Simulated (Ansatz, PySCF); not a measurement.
B(GeH3)(Me)2 (C2H9BGe), SMILES C[B](C)[GeH3]. Atoms are numbered in the order given.

```xyz
13

B     -0.9272     0.1488     0.3275
Ge     0.9963    -0.1904    -0.3916
H      1.4205    -1.6710    -0.2582
H      1.2073     0.2198    -1.8660
H      2.0169     0.6193     0.4447
C     -1.3955    -0.6192     1.6068
H     -1.8325    -1.5581     1.2061
H     -2.2040    -0.1181     2.1630
H     -0.5985    -0.9318     2.2976
C     -1.8630     1.1729    -0.3940
H     -2.9312     1.0686    -0.1455
H     -1.7322     1.2376    -1.4844
H     -1.5442     2.1601     0.0018
```
Charge 0, spin multiplicity 1.

Geometry: PBE0-D3(BJ)/def2-SVP.

Two levels are set side by side: PBE-D3(BJ)/def2-SVP (Ansatz, a quantum-chemistry and plane-wave program) and PBE0-D3(BJ)/def2-SVP (Ansatz). Each level has its own optimised geometry; the coordinates shown are those of the second. Frequencies come from the Hessian of PySCF at each geometry. Differences are taken from unrounded values.

| quantity | PBE0-D3(BJ) | PBE-D3(BJ) | PBE-D3(BJ) minus PBE0-D3(BJ) |
|---|---|---|---|
| mean bond length (Å) | 1.373 | 1.381 | 0.008 |
| bond B1–Ge2 (Å) | 2.081 | 2.088 | 0.007 |
| bond B1–C6 (Å) | 1.564 | 1.568 | 0.004 |
| bond B1–C10 (Å) | 1.564 | 1.567 | 0.004 |
| bond Ge2–H3 (Å) | 1.546 | 1.558 | 0.012 |
| bond Ge2–H4 (Å) | 1.545 | 1.557 | 0.012 |
| bond Ge2–H5 (Å) | 1.548 | 1.561 | 0.012 |
| bond C6–H7 (Å) | 1.110 | 1.119 | 0.009 |
| bond C6–H8 (Å) | 1.102 | 1.110 | 0.008 |
| bond C6–H9 (Å) | 1.100 | 1.108 | 0.008 |
| bond C10–H11 (Å) | 1.102 | 1.110 | 0.008 |
| bond C10–H12 (Å) | 1.100 | 1.108 | 0.008 |
| bond C10–H13 (Å) | 1.110 | 1.119 | 0.009 |
| highest harmonic wavenumber (cm⁻¹) | 3160 | 3069 | -91 |
| mean harmonic wavenumber (cm⁻¹) | 1320 | 1277 | -43 |
| zero-point energy (kcal/mol) | 62.28 | 60.25 | -2.03 |

GGA bonds tend to be longer and softer than those of functionals with exact exchange. Differences between two approximate levels are no errors against the true value.
